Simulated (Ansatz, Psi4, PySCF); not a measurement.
F4Se, triplet, at a GFN2-xTB geometry (a higher spin typed on purpose: for a closed-shell molecule this is an excited state). Base run: PBE0/6-31G** run with PySCF.

Geometry (Å):
```xyz
5

Se     0.0000     0.0000     0.0000
F      1.1128     1.5218    -0.0079
F      1.5218    -1.1128     0.0064
F     -1.1128    -1.5218     0.0079
F     -1.5218     1.1128    -0.0064
```
Charge 0, spin multiplicity 3.
Orbitals are unrestricted.
All else is at PySCF's defaults.

The same geometry, method and basis name were run in Ansatz (an electronic-structure program) and Psi4 and PySCF, at each program's defaults and at the settings that a row names. The base is PySCF at its defaults. Differences at the defaults can come from grids, fitting, cores and function types together.

```csv
code and settings,ΔE vs base (mEh),basis functions,E (Eh),SCF cycles
"PySCF, defaults (exact integrals, its default grid, spherical functions)",0.000,88,-2799.78735,10
"Psi4, defaults (density fitting with its default set, its default grid, Cartesian functions)",146.9,95,-2799.64050,9
"Ansatz, defaults (factorised integrals, its default grid, Cartesian functions)",-10.677,95,-2799.79803,-
"PySCF, density fitting with def2-universal-jkfit",0.004,88,-2799.78735,10
"PySCF, fine grid",-0.064,88,-2799.78742,10
"Psi4, exact integrals, spherical functions, fine grid",-0.049,88,-2799.78740,12
"Ansatz, high accuracy, Cartesian functions as the basis file defines them",-10.679,95,-2799.79803,-
```

Open shells are given as the SCF converged; they aren't shown to be the lowest states, and a large step between rows can be another state.
